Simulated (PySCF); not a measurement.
Computed shifts of a molecule CH6O3Si2, PySCF with KT2/pcSseg-1, GIAO, gas phase, atoms alike by connectivity averaged where their shifts nearly agree, in ppm (number of nuclei): ¹³C: 293.3 (1). ²⁹Si: -39.5 (2). ¹H: 5.49 (4), 2.36 (2). References: ¹⁷O against H2O (σ = 330.4 ppm); ¹³C against TMS (σ = 185.1 ppm); ²⁹Si against TMS (σ = 361.9 ppm); ¹H against TMS (σ = 31.47 ppm), references at their B3LYP-D3(BJ)/def2-TZVP geometries, non-relativistic. Geometry optimised at ωB97X-D3(BJ)/def2-SVP. The values are those of a single conformer.

Problem. Identify the compound among the candidates.
A. O[SiH2][SiH]1OCO1
B. O=C([SiH2]O)[SiH2]O
C. O=C(O)[SiH2][SiH2]O
D. O=C(O)[Si@H](O)[SiH3]

Solution. B, O=C([SiH2]O)[SiH2]O
